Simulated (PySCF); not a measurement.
## Ir: excitation energy

Ir [Xe] 4f14 5d7 6s2 (4F) → Ir [Xe] 4f14 5d8 6s1 (4F), as a difference of total energies. All numbers are calculated (PySCF 2.14, the spin-free X2C one-electron Hamiltonian (Gaussian nucleus), in x2c-TZVPPall (11s7p7d3f1g, 97 functions)). Correlated levels: valence: [Xe] 4f14 frozen; valence and next inner shell: [Kr] 4d10 4f14 frozen. The calculations carry no spin-orbit coupling.

| method | excitation energy (eV) |
| --- | --- |
| UHF | 0.211 |
| LDA | -0.059 |
| PBE | -0.059 |
| PBE0 | -0.076 |
| r2SCAN | 0.006 |
| CAM-B3LYP | 0.056 |
| M06 | 0.463 |
| M06-L | 0.259 |
| MP2 (valence) | 0.006 |
| SCS-MP2 (valence) | 0.080 |
| MP2 (valence and next inner shell) | 0.108 |
| SCS-MP2 (valence and next inner shell) | 0.221 |

Problem. How much does correlation contribute at MP2 (valence and next inner shell)?

Solution. 0.108 − (0.211) = -0.103 eV, measured against UHF.

Errors of the correlated levels include the incompleteness of this basis and the frozen core.

For comparison: 0.138 eV (measured; NIST levels, between the centres of gravity of the two terms).
